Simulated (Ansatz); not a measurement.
Molecule: sum formula HSO, charge 0, multiplicity 2. 
Geometry from a B3LYP-D3(BJ)/def2-TZVP (Ansatz, a program for electronic structure) optimisation:
```xyz
3

S     -0.0571    -0.0058    -0.4675
O     -0.0376    -0.0366     1.0375
H      1.2152     0.3851    -0.8197
```
Charge 0, spin multiplicity 2.

PBE beside other levels, property by property. Cores are frozen in the correlated levels unless marked. UHF or UKS for open shells. Spin-orbit coupling is left out. Non-relativistic. CBS marks a two-point X^-3 extrapolation of the correlation energy; Hartree-Fock from the larger set. Atomisation energies are electronic, to ground-state atoms; the column to compare with has the core term from cc-pwCVTZ added, other frozen-core levels have none. Vertical energies are electronic, to the SCF solution reached for that spin. Anions need diffuse functions, of which def2-TZVPD holds fewer than the aug- sets. The coupled-cluster column (Ansatz) is a level with limits of its own: CCSD(T)/CBS(aug-cc-pV(T+d)Z,aug-cc-pV(Q+d)Z).

| property | r2SCAN-D4/def2-TZVPD (Ansatz + dftd4) | B2PLYP-D3(BJ)/def2-TZVPD (Ansatz + dftd3) | CCSD(T)/aug-cc-pV(D+d)Z (Ansatz) | coupled cluster |
|---|---|---|---|---|
| atomisation energy (kcal/mol) | 193.3 | 186.1 | 165.8 | 188.4 |
| vertical electron affinity to the singlet (eV) | 0.99 | 1.07 | 0.92 | 1.22 |

What does PBE/def2-TZVPD (Ansatz) give for each property, and on which side of coupled cluster does it fall?


- atomisation energy: PBE lies 13.4 kcal/mol above coupled cluster; PBE gives 201.8 kcal/mol.
- vertical electron affinity to the singlet: PBE lies 0.17 eV below coupled cluster; PBE gives 1.05 eV.
